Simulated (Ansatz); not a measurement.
Cost and result for the atomization energy of ClH$_{7}$N$_{2}$OSi$_{2}$, SMILES `N[Si@H](Cl)[Si@@H](N)O` (13 atoms, 12 bonds).

```xyz
13

N     0.544    1.106    1.409
Si    1.194    0.320    0.028
O     2.374   -0.810    0.262
Si   -0.678   -0.720   -0.904
N    -1.957    0.394   -1.031
Cl   -1.014   -2.279    0.480
H    -0.017    0.585    2.066
H     1.064    1.831    1.878
H     1.841    1.370   -0.792
H     2.089   -1.655    0.618
H    -0.553   -1.429   -2.200
H    -2.057    1.118   -0.337
H    -2.831    0.169   -1.477
```

Charge 0, multiplicity 1. All single points use the PBE0-D4/def2-TZVP geometry. It is one conformer, not always the lowest. Program: Ansatz. All runs use 2 threads of an AMD EPYC 7R13 on a shared host and a share of an NVIDIA H100 80 GB. Times are those of one run each, without the atoms' runs, and a repeat can differ threefold. Electronic energies, without spin–orbit coupling; frozen cores. CCSD(T)/CBS adds CCSD(T) − MP2 in def2-TZVPP to the MP2 limit, and its time is that of the two runs behind it. T1 = 0.011. B3LYP takes the VWN-RPA correlation (the form of Gaussian; ORCA's B3LYP/G).

CCSD(T)/CBS is a level of theory with its own doubt, some kJ/mol a heavy atom from the limit and from the frozen cores, so smaller differences don't rank the functionals.

| level | functions | atomization (kJ/mol) | difference from CCSD(T)/CBS | per bond |
| --- | --- | --- | --- | --- |
| PBE-D4/def2-TZVPP (with forces) | 317 | 4594.1 | 40.2 | 3.4 |
| PBE0-D4/def2-TZVPP | 317 | 4508.0 | -45.9 | -3.8 |
| CCSD(T)/CBS(def2) | – | 4553.9 | 0.0 | 0.0 |
| ωB97M-V/def2-TZVPP (with forces) | 317 | 4563.4 | 9.5 | 0.8 |
| MP2/def2-QZVPP | 591 | 4562.7 | 8.8 | 0.7 |
| r2SCAN-D4/def2-TZVPP (with forces) | 317 | 4526.7 | -27.2 | -2.3 |
| B3LYP-D4/def2-TZVPP (with forces) | 317 | 4538.4 | -15.5 | -1.3 |
| B2PLYP/def2-TZVPP | 317 | 4475.6 | -78.3 | -6.5 |
| CCSD(T)/def2-TZVPP | 317 | 4390.8 | -163.1 | -13.6 |
| ωB97X-V/def2-TZVPP | 317 | 4572.1 | 18.2 | 1.5 |

Task: Order the runs by time, with rough figures. (An estimate is asked.)

Result: The calculation gave: B2PLYP/def2-TZVPP 8.5 s; ωB97X-V/def2-TZVPP 9.5 s; PBE-D4/def2-TZVPP (with forces) 9.5 s; ωB97M-V/def2-TZVPP (with forces) 12 s; r2SCAN-D4/def2-TZVPP (with forces) 12 s; B3LYP-D4/def2-TZVPP (with forces) 12 s; PBE0-D4/def2-TZVPP 14 s; CCSD(T)/def2-TZVPP 17 s; MP2/def2-QZVPP 18 s; CCSD(T)/CBS(def2) 35 s.

The D4 term adds +57.6 kJ/mol with B3LYP and +30.8 kJ/mol with PBE0; it sums over pairs of atoms, weighted by their polarisabilities, and B3LYP, whose exchange is more repulsive, gets the larger term. In def2-TZVPP, CCSD(T) changes the Hartree–Fock value by +1231.4 kJ/mol (the triples alone add +70.5 kJ/mol) and MP2 by +1305.6 kJ/mol; breaking electron pairs costs correlation energy, which Hartree–Fock lacks. From PBE to PBE0 (25 % exact exchange), in def2-TZVPP and without D4, the atomization energy moves by −81.2 kJ/mol: exact exchange takes away binding that semilocal exchange gives to molecules.
